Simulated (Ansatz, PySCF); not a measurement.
Molecule: C₃H₅Cl (charge 0, singlet). 
Coordinates optimised at B3LYP-D3(BJ)/def2-TZVP (Ansatz, a program for electronic structure):
```
C
C 1 1.3264
H 2 1.0820 1 121.55
H 2 1.0839 3 116.93 1 179.92
H 1 1.0848 2 120.45 3 -0.89
C 1 1.4857 5 116.06 2 -179.76
H 6 1.0868 1 112.06 5 178.85
H 6 1.0881 7 109.69 1 125.24
Cl 6 1.8209 7 106.56 8 113.26
```
Charge 0, spin multiplicity 1.

Quantity: vertical ionisation energy (to the doublet state of charge +1; each state is the SCF solution reached for its spin), in eV. Valence correlation only, unless marked. Open shells are spin-unrestricted. No spin-orbit coupling. No relativistic terms. CBS marks a two-point X^-3 extrapolation of the correlation energy; Hartree-Fock from the larger set. [CCSD(T)-MP2]/basis is that difference in the basis named.

| level | program | vertical ionisation energy (eV) | minus last row |
|---|---|---|---|
| HF/aug-cc-pV(T+d)Z | Ansatz | 8.90 | -1.64 |
| PBE/def2-TZVPD | Ansatz | 9.88 | -0.66 |
| r2SCAN/def2-TZVPD | Ansatz | 9.95 | -0.59 |
| BHLYP/def2-TZVPD | Ansatz | 10.02 | -0.52 |
| RI-MP2/aug-cc-pV(T+d)Z | Ansatz | 10.61 | 0.07 |
| CCSD(T)/aug-cc-pV(D+d)Z | Ansatz | 10.36 | -0.18 |
| RI-MP2/CBS(aug-cc-pV(T+d)Z,aug-cc-pV(Q+d)Z)+[CCSD(T)-MP2]/aug-cc-pV(T+d)Z | Ansatz | 10.54 | 0.00 |

For comparison, minus the highest occupied orbital energy (PySCF): 6.82 eV at PBE/def2-TZVPD, 9.19 eV at M06-2X/def2-TZVPD, 7.30 eV at TPSSh/def2-TZVPD.
